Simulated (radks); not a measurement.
These are the eigenvalues of the occupied orbitals of an atom or ion with whole-number occupations (hartree). Method: scalar-relativistic Kohn-Sham, r2SCAN, spin-unpolarised, spherical densities, finite nucleus; meta-GGA in the generalised Kohn-Sham scheme; Fermi nuclear charge, rms radius of each element as measured or else 0.836 A^(1/3) + 0.57 fm; computed with a radial shooting solver on a logarithmic mesh with Libxc functionals.

orbital  eigenvalue
1s        -1483.948
2s        -239.7827
2p        -214.8101
3s        -53.31189
3p        -45.32446
3d        -33.98601
4s        -12.27219
4p         -9.63785
4d         -5.82854
5s         -2.99592
5p         -2.28268
5d         -1.32417

Which element is it, and in what charge state? The configuration may be excited.

Answer. Z = 58, cerium, charge +4: Ce4+ in [Kr] 4d10 5s2 5p5 5d1. The list shows which subshells hold electrons but not how many an open one holds; the 1s level, -1483.9 hartree, gives Z - s = 54.5 by -(Z - s)^2/2, which with screening and relativity narrows Z to a few neighbours, and the depths of the outer levels then fix element, charge and occupations together.
